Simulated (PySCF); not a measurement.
Simulation results for FH$_{3}$NSi$_{2}$

Calculation on a computer-drawn molecule: optimised geometry and harmonic frequencies of an isolated molecule of the commonest isotopes, restricted reference for singlets and unrestricted otherwise, frozen core in MP2. Program: PySCF 2.14.0.

```yaml
- formula: FH3NSi2
  start_structure:
    atoms_angstrom:
      - [F, -2.4076, -0.5675, 1.7929]
      - [Si, -1.1753, -1.5019, 1.5525]
      - ["N", -0.1929, -1.2738, 0.3418]
      - [Si, 0.7564, -0.9783, -0.9072]
      - [H, -1.0857, -2.543, 2.5547]
      - [H, 0.499, -1.5923, -2.2057]
      - [H, 1.9156, -0.1018, -0.776]
  given:
    charge: 1
    multiplicity: 1
    method: MP2
    basis: "cc-pV(D+d)Z"
    drawn_bonds_atom: [1, 2, 3, 2, 4, 4]
    drawn_bonds_other_atom: [2, 3, 4, 5, 6, 7]
    drawn_bonds_order: [1, 1, 2, 1, 1, 1]
  results:
    optimised_atom_element: [F, Si, "N", Si, H, H, H]
    "optimised_atom_x [angstrom]": [-2.445, -1.193, -0.1959, 0.7736, -1.075, 0.508, 1.938]
    "optimised_atom_y [angstrom]": [-0.5574, -1.499, -1.265, -0.9748, -2.559, -1.607, -0.09702]
    "optimised_atom_z [angstrom]": [1.823, 1.567, 0.3353, -0.9278, 2.558, -2.223, -0.7793]
    "modes_frequency [cm^-1]": [98.78, 123.8, 206.2, 347.4, 579.4, 630.1, 705.9, 730.8, 842.0, 974.5, 1007, 1453, 2366, 2410, 2437]
    "modes_reduced_mass [dalton]": [7.988, 3.035, 1.244, 13.63, 1.318, 7.756, 1.225, 1.16, 1.155, 2.707, 1.516, 14.4, 1.027, 1.061, 1.046]
    "rotational_constants [GHz]": [21.42, 1.901, 1.785]
    "total_energy [hartree]": -733.8324
    "convergence_status_largest_gradient_component [hartree/bohr]": 3.102e-05
```
